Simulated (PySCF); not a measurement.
From computed data to an observable: dipole moment from atomic charges

Sn(H)(Cl)2(vinyl) (C2H4Cl2Sn), SMILES C=[CH][SnH]([Cl])[Cl]. Atoms are numbered in the order given.

```xyz
9

Sn     0.2421    -0.1171     0.3952
Cl    -0.5937     2.0357    -0.0472
Cl     1.7095    -0.6556    -1.3588
C     -1.4456    -1.3929     0.2993
C     -2.6565    -0.8971     0.0392
H      1.1906    -0.0262     1.8089
H     -1.2941    -2.4674     0.4518
H     -3.5367    -1.5473    -0.0238
H     -2.8216     0.1735    -0.1257
```

The structure is a stationary point at PBE0-D3(BJ)/def2-SVP. The structure was generated by enumeration; whether it is a known compound was not checked. The def2 effective core potentials stand for the cores of Sn; spin–orbit coupling is left out. The values are those of a single conformer.

Charges (e) from PBE/def2-TZVP in PySCF:

```tsv
atom	Mulliken	ESP fit
Sn1	0.881	0.310
Cl2	-0.351	-0.184
Cl3	-0.345	-0.191
C4	-0.335	-0.100
C5	-0.234	-0.369
H6	-0.025	0.016
H7	0.132	0.150
H8	0.131	0.179
H9	0.146	0.188
```

The dipole moment of the full density is 3.29 D.

Question: What dipole moment does each set of point charges give, and which comes closer to that of the density?

Answer: 
μ = Σ q r, and 1 e Å = 4.8032 D.
Mulliken: Σ q r = (-0.138, -0.417, 0.717) e Å, |μ| = 4.04 D.
ESP fit: Σ q r = (-0.356, -0.430, 0.415) e Å, |μ| = 3.34 D.
ESP fit comes closer in size. Point charges leave out the atoms' own dipoles (lone pairs, polarised bonds); fits to the potential absorb them, partitions of the density don't.
